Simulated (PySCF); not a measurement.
Compound: C₄H₉BO₂S.
Atom-mapped SMILES: `[CH3:1][S:2][C@@H:3]1[CH2:4][CH2:5][O:6][BH:7][O:8]1` (hydrogens: H9, H10, H11 on C1; H12 on C3; H13, H14 on C4; H15, H16 on C5; H17 on B7)

Cartesian coordinates in Å at the PBE0-D3(BJ)/def2-SVP level; atoms count from 1:
```xyz
17
C4H9BO2S angstrom
C      2.777   -0.031    0.040
S      1.325    0.829    0.676
C      0.134    0.368   -0.628
C     -1.218    0.995   -0.318
C     -1.856    0.307    0.875
O     -1.856   -1.097    0.722
B     -0.937   -1.708   -0.062
O      0.027   -1.028   -0.754
H      2.547   -1.092   -0.123
H      3.562    0.056    0.804
H      3.137    0.424   -0.895
H      0.530    0.744   -1.584
H     -1.106    2.073   -0.131
H     -1.861    0.877   -1.206
H     -1.316    0.562    1.802
H     -2.901    0.632    0.999
H     -0.980   -2.906   -0.180
```

The calculation used TDDFT CAM-B3LYP/def2-SVPD, vertical, gas phase, core orbitals frozen in the response (PySCF 2.14.0, density-fitted response routines).

Transition dipole moments from the ground state, in atomic units and in the frame of the coordinates above (overall signs are arbitrary), for the states with f of 0.002 or more among the lowest 8:

| state | E (eV) | μx | μy | μz |
| --- | --- | --- | --- | --- |
| S2 | 6.334 | -0.151 | -0.426 | 0.048 |
| S3 | 6.659 | -0.042 | -0.052 | 0.184 |
| S4 | 6.895 | 0.002 | 0.041 | 0.263 |
| S5 | 7.425 | -0.010 | 0.284 | 0.080 |
| S6 | 7.687 | 0.031 | 0.115 | 0.073 |
| S7 | 7.786 | -0.084 | -0.194 | 0.152 |
| S8 | 7.848 | -0.656 | -0.063 | -0.006 |

(1) Work out the oscillator strengths.

(2) Which bond between heavy atoms lies closest to the direction of the S8 transition dipole?

(3) What angle do the transition dipoles of S4 and S8 make?

(4) How is the summed strength of these states shared among x, y and z?

(5) What peak molar absorption coefficient would the strongest computed level give as a lone Gaussian band 0.3 eV wide at half height?

Answers

(1) f = (2/3) ΔE |μ|² with ΔE in hartree (27.2114 eV).

```
state  |μ|² (au)  |μ| (D)      f
   S2      0.207     1.16  0.032
   S3      0.038     0.50  0.006
   S4      0.071     0.68  0.012
   S5      0.087     0.75  0.016
   S6      0.020     0.36  0.004
   S7      0.068     0.66  0.013
   S8      0.435     1.68  0.084
```

(2) C3–C4, at 33° from it; next C1–S2 and B7–O8 at 41°.

(3) |cos θ| = |μa·μb| / (|μa| |μb|) = 0.03, so θ ≈ 88° (taken between 0 and 90°, since the signs are arbitrary).

(4) (2/3) Σ ΔE μα² gives 0.088 for x, 0.054 for y and 0.024 for z, 0.166 in all.

(5) ε(max) = 2.175×10⁸ f / FWHM, with the width in cm⁻¹. S8: 2.175×10⁸ × 0.0835 / 2420 ≈ 7500 L mol⁻¹ cm⁻¹.

The vertical ionisation energy (ΔSCF) is 8.92 eV, 1.08 eV above S8.

One conformer stands for the species.

Without π bonds the low states may be Rydberg-like; a valence basis with one diffuse set may place them up to an eV too high.
